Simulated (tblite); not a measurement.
C4H10Ge.
Atom-mapped SMILES: `[CH3:1][C@@H:2]1[CH2:3][CH2:4][GeH2:5]1` (hydrogens: H6, H7, H8 on C1; H9 on C2; H10, H11 on C3; H12, H13 on C4; H14, H15 on Ge5)

Computed with GFN2-xTB (tblite), gas phase: L-BFGS steps from a force-field or distance-geometry start until the largest atomic force falls under 0.01 eV/Å.

Step 42: E = -422.9086 eV
```
atom  x, y, z in Å  |  force x, y, z in eV/Å
C1      1.7762    0.0572   -0.5154   -0.016  -0.013  -0.012
C2      0.5518    0.6015    0.2085    0.010  -0.041   0.029
C3     -0.1355   -0.4606    1.1061    0.029   0.011   0.018
C4     -1.4580   -0.7464    0.3587    0.000  -0.083   0.077
Ge5    -1.1205    0.7520   -0.8933   -0.053   0.093  -0.123
H6      2.6745    0.1304    0.1015   -0.100  -0.028  -0.016
H7      1.6148   -0.9941   -0.7550    0.054   0.081  -0.130
H8      1.9512    0.6037   -1.4433    0.049  -0.028   0.066
H9      0.8270    1.5012    0.7630   -0.027  -0.040   0.016
H10     0.4817   -1.3551    1.2079   -0.029   0.027   0.016
H11    -0.3226   -0.0861    2.1126   -0.014   0.085  -0.051
H12    -2.3369   -0.6997    0.9984    0.015  -0.011   0.004
H13    -1.4494   -1.7240   -0.1218   -0.013   0.005   0.021
H14    -1.0669    0.4363   -2.3779    0.035   0.006   0.058
H15    -1.9917    1.9916   -0.7717    0.061  -0.065   0.030
```

Step 43: E = -422.9121 eV
```
atom  x, y, z in Å  |  force x, y, z in eV/Å
C1      1.7758    0.0644   -0.5129    0.047  -0.044  -0.049
C2      0.5485    0.5995    0.2083    0.026  -0.012   0.022
C3     -0.1310   -0.4663    1.1046   -0.026  -0.003   0.020
C4     -1.4623   -0.7446    0.3681   -0.016  -0.062   0.048
Ge5    -1.1222    0.7515   -0.8963   -0.023  -0.052  -0.105
H6      2.6686    0.1185    0.1138   -0.095  -0.010  -0.008
H7      1.6155   -0.9791   -0.7782    0.021   0.012  -0.110
H8      1.9661    0.6210   -1.4307    0.039   0.033   0.057
H9      0.8204    1.4976    0.7652   -0.027  -0.006   0.027
H10     0.4872   -1.3632    1.1929   -0.066   0.063   0.020
H11    -0.3101   -0.0970    2.1149    0.005   0.066  -0.051
H12    -2.3406   -0.6836    1.0115    0.089  -0.023  -0.031
H13    -1.4626   -1.7266   -0.1055   -0.037   0.042   0.024
H14    -1.0672    0.4273   -2.3803    0.044  -0.004   0.076
H15    -1.9903    1.9885   -0.7972    0.020  -0.002   0.060
```

Task: Estimate the geometry and energy of step 44. (The exact step hangs on the optimiser's Hessian estimate; all steps are aligned on step 43, rigid shifts and turns removed.)

Result: E = -422.9143 eV, largest force 0.136 eV/Å
```
atom  x, y, z in Å  |  force x, y, z in eV/Å
C1      1.7762    0.0690   -0.5118    0.048  -0.042  -0.061
C2      0.5466    0.5982    0.2082    0.023   0.006  -0.010
C3     -0.1279   -0.4705    1.1031   -0.052   0.007   0.014
C4     -1.4653   -0.7427    0.3750   -0.010  -0.032   0.006
Ge5    -1.1239    0.7496   -0.9000    0.015  -0.129  -0.040
H6      2.6623    0.1086    0.1243   -0.072  -0.006  -0.007
H7      1.6141   -0.9682   -0.7965    0.010  -0.024  -0.097
H8      1.9778    0.6357   -1.4206    0.037   0.061   0.060
H9      0.8149    1.4961    0.7666   -0.025   0.007   0.029
H10     0.4911   -1.3681    1.1805   -0.083   0.067   0.028
H11    -0.3000   -0.1050    2.1158    0.014   0.054  -0.039
H12    -2.3417   -0.6702    1.0205    0.106  -0.032  -0.032
H13    -1.4737   -1.7263   -0.0945   -0.051   0.037   0.024
H14    -1.0646    0.4171   -2.3802    0.044  -0.012   0.057
H15    -1.9900    1.9846   -0.8124   -0.006   0.037   0.067
```

The energy changes by -0.0023 eV. The first-order estimate −F·Δx gives -0.0028 eV and the mean of the old and new forces, exact on a quadratic surface, -0.0022 eV. The step makes an angle of 80° with the force vector and moves no atom by more than 0.021 Å.

The cost below is that of the whole relaxation. Time: 0.37 s wall. Hardware: an Arm Neoverse V1 with one thread, on a shared host.
